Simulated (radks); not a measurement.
Task: These are the eigenvalues of the occupied orbitals of an atom or ion with whole-number occupations (eV). All-electron calculation, Dirac Kohn-Sham, LDA (Slater exchange, Perdew-Wang correlation), spin-unpolarised, spherical densities, point nucleus. Program: a radial shooting solver on a logarithmic mesh with Libxc functionals.

| orbital | eigenvalue |
|---|---|
| 1s1/2 | -78251.27 |
| 2s1/2 | -13737.37 |
| 2p1/2 | -13169.06 |
| 2p3/2 | -11441.69 |
| 3s1/2 | -3226.141 |
| 3p1/2 | -2970.783 |
| 3p3/2 | -2591.153 |
| 3d3/2 | -2164.994 |
| 3d5/2 | -2083.116 |
| 4s1/2 | -692.5591 |
| 4p1/2 | -584.3025 |
| 4p3/2 | -493.6398 |
| 4d3/2 | -316.1226 |
| 4d5/2 | -299.2645 |
| 5s1/2 | -101.9571 |
| 4f5/2 | -72.2327 |
| 4f7/2 | -68.7748 |
| 5p1/2 | -67.2977 |
| 5p3/2 | -52.1915 |
| 5d3/2 | -7.2175 |
| 6s1/2 | -5.9758 |
| 5d5/2 | -5.8786 |

Which element is it, and in what charge state? The configuration may be excited. Open shells, if any, are shared by 2j + 1.

Result: Z = 78, platinum, charge 0: Pt in [Xe] 4f14 5d9 6s1. The list shows which subshells hold electrons but not how many an open one holds; the 1s level, -2875.7 hartree, gives Z - s = 75.8 by -(Z - s)^2/2, which with screening and relativity narrows Z to a few neighbours, and the depths of the outer levels then fix element, charge and occupations together.
